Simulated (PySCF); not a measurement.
Al(CF3)(F)(OH) (CHAlF4O), SMILES [C](F)(F)(F)[Al]([OH])[F].

Geometry optimised at PBE0-D3(BJ)/def2-SVP. The values are those of a single conformer.

Vertical ionisation energy (IE) and electron affinity (EA) in eV. Rows of orbital energies are one-electron estimates. Where ΔSCF, EOM or ADC give a negative EA the extra electron is unbound and the value depends on the basis.

```csv
level,IE,EA
"−ε(HOMO), −ε(LUMO), ωB97X/def2-TZVP (PySCF)",11.87,-1.02
"−ε(HOMO), −ε(LUMO), PBE/def2-TZVP (PySCF)",7.78,1.79
```
